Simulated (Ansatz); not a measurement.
A run for Ansatz (an electronic-structure program): U-B3LYP/cc-pV(T+d)Z on BClFH (SMILES FBCl), a point of a bond scan (R = 1.052 Å). Files ending in .json are basis or fitting sets from the Basis Set Exchange.

Ansatz 0.2 input:
```yaml
crystal:
  periodic: [false, false, false]
  atoms:
    - {symbol: B, position_ang: [-0.07933766, -0.65470035, 0.43067308]}
    - {symbol: H, position_ang: [-0.79951848, -1.57852358, 0.61104942]}
    - {symbol: F, position_ang: [0.81016875, -0.55856181, 0.98419545]}
    - {symbol: Cl, position_ang: [-0.47627655, 0.56839823, -0.75691760]}
basis:
  gaussian:
    orbitals: cc-pV_T+d_Z.json
hamiltonian:
  xc: {name: B3LYP}
magnetization: {spin_polarized: true, initial_magnetization: 0}
```

It printed:

```
WARN ansatz: RAYON_NUM_THREADS=1 ignored (pool sized by the plan → 1); use --threads N
Functional definition: B3LYP
integrals: 0.03 GiB planned
743 factors; their error is unknown
mean field: 0.41 GiB planned
mean field evaluation 1: about -15932.4284 eV, gradient 2.5e1 eV
mean field evaluation 2: about -15931.8029 eV, gradient 3.0e1 eV
mean field evaluation 4: about -15934.2183 eV, gradient 7.0e-1 eV
mean field evaluation 8: about -15934.2225 eV, gradient 1.5e-1 eV
mean field evaluation 16: about -15934.2226 eV, gradient 1.4e-5 eV
mean field -15934.22257898 eV, -585.5718791737 hartree, gradient 1.4e-5 eV, S^2 0.000000; 0 other end points of the search recorded, 0 dependent functions left out
reference -15934.22277712 eV, -585.5718864550 hartree; 16, 16 occupied and 97, 97 virtual orbitals, 743 factors
Total energy: -15934.22277712 eV, -585.5718864550 hartree
```

Self-consistency was reached.

Cost: about 2.0 core-seconds (a rough figure).
